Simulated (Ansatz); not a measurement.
Basis-set extrapolation for Cl2H5NO2Si2 (`O[Si@@H](Cl)N[Si@@H](O)Cl`) (PBE0-D4/def2-TZVP geometry, frozen core, Ansatz). Multiplicity 1, RHF reference.

```tsv
	def2-TZVPP	def2-QZVPP
HF	-1704.398209	-1704.452727
MP2 correlation	-1.298125	-1.412264
CCSD(T) correlation	-1.405684	not run
```

Energies in hartree. Use E(X) = E(∞) + A·exp(−7.88·√X) for Hartree–Fock and E(X) = E(∞) + B·X^(−2.97) for correlation, with X = 3 and 4, and add CCSD(T) minus MP2 of the smaller set to the MP2 limit.

Question: What is the CCSD(T) energy at the basis-set limit?

Answer: HF limit: -1704.452727 + (-0.054518) × 0.13774 = -1704.46024. MP2 limit: -1.412264 + (-0.114139) × 0.74074 = -1.49681. Higher-order term: -1.405684 − (-1.298125) = -0.10756. Total: -1706.06461 hartree, 684.5 kJ/mol below CCSD(T)/def2-TZVPP.
